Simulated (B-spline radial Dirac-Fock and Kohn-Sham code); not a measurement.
## Bi¹¹⁺: scattering cross sections and density moments

System: bismuth as Bi¹¹⁺, [Xe] 4f14 5d4.

Input of the calculation (task.json; shells as n, l, electrons):

```json
{"items": [{
  "Z": 83,
  "q": 11,
  "cfg": [[1, 0, 2], [2, 0, 2], [2, 1, 6], [3, 0, 2], [3, 1, 6], [3, 2, 10], [4, 0, 2], [4, 1, 6], [4, 2, 10], [4, 3, 14], [5, 0, 2], [5, 1, 6], [5, 2, 4]],
  "A": 209,
  "rrms": 5.5211,
  "do": ["scatter"],
  "s": [0.0, 0.05, 0.1, 0.15, 0.2, 0.25, 0.3, 0.35, 0.4, 0.45, 0.5, 0.6, 0.7, 0.8, 0.9, 1.0, 1.1, 1.2, 1.4, 1.6, 1.8, 2.0, 2.5, 3.0, 3.5, 4.0, 5.0, 6.0],
  "pz": [0, 0.1, 0.2, 0.3, 0.4, 0.5, 0.6, 0.8, 1.0, 1.2, 1.4, 1.6, 1.8, 2.0, 2.5, 3.0, 4.0, 5.0, 7.0, 10.0, 15.0, 20.0, 30.0, 40.0, 60.0, 100.0],
  "hv_scatter": [1000, 2000, 5000, 8047.8, 20000, 100000, 200000, 500000]
}]}
```

Launch: `python xray_run.py task.json out`

These are calculated numbers from a radial B-spline solver; the model is Dirac-Fock orbitals of the configuration average with a finite nucleus.

```
Sum of ⟨r⟩                          : 28.18 bohr
Sum of ⟨r²⟩                         : 19.13 bohr²
Sum of ⟨1/r⟩                        : 651.41 per bohr
Langevin diamagnetic susceptibility : -15.1 × 10⁻⁶ cm³/mol
Lamb shielding (α²/3)Σ⟨1/r⟩         : 11560 ppm
```

Coherent scattering is the Thomson cross section weighted by f₀², without anomalous dispersion; incoherent scattering is Klein-Nishina weighted by S. The Lamb formula is the non-relativistic shielding expression. Electron correlation is left out. A dash stands where the photon energy is too low for the impulse approximation behind that column.

```tsv
hν (keV)	coherent (b)	incoherent (b)	incoherent per electron (b)
1	3405	–	–
2	3283	0.9985	0.0139
5	2652	4.464	0.0620
8.0478	2013	8.081	0.112
20	812.1	17.70	0.246
100	74.91	29.10	0.404
200	22.10	26.74	0.371
500	4.047	20.22	0.281
```

Incoherent scattering overtakes coherent scattering between 100 and 200 keV.
